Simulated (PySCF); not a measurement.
VOBr₂, SMILES [O]=[V]([Br])[Br] (connectivity only; charge and spin as stated), neutral, multiplicity 2.

Coordinates come from a B3LYP-D3(BJ)/def2-SVP optimisation. The multiplicity is an assumed one; other spin states were not compared.

Calculation: ωB97X/def2-TZVP (PySCF).

Gas-phase values at a fixed geometry.

Computed frontier levels, dipole moment and polarisability:
```
Quantity                                                                                                         Value
---------------------------------------------------------------------------------------------  -----------------------
α spin, highest occupied and lowest empty level                                                    -11.10 and -2.21 eV
β spin, highest occupied and lowest empty level                                                    -11.11 and -1.79 eV
dipole moment                                                                                                   0.16 D
quadrupole, principal values (traceless, Buckingham form, about the centre of nuclear charge)   -3.60, -2.48, 6.08 D·Å
mean static polarisability                                                                       73.6 bohr³ (10.90 Å³)
polarisability, principal values                                                                48.6, 72.8, 99.2 bohr³
⟨S²⟩                                                                                           0.762 (pure state 0.75)
```
